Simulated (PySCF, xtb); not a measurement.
Si(H)(F)2(OMe) (CH4F2OSi), SMILES CO[SiH](F)F. The values are those of a single conformer.

Harmonic wavenumbers (cm⁻¹) from GFN2-xTB run with xtb 6.7.1 at its own minimum, in rising order: 79, 90, 154, 215, 290, 311, 652, 686, 760, 872, 916, 1132, 1140, 1207, 1416, 1474, 1476, 2479, 2965, 2976, 3001.

Q: What does PBE-D3(BJ)/def2-SVP run with PySCF give at its own minimum? (The exact figures need the calculation; the answer reports its results.)

A: 44, 80, 144, 298, 302, 435, 733, 791, 798, 911, 940, 1124, 1132, 1175, 1422, 1422, 1426, 2302, 2945, 3027, 3064. Paired by order, the mean absolute difference is 49 cm⁻¹ and the zero-point energies are 34.7 and 35.0 kcal/mol.
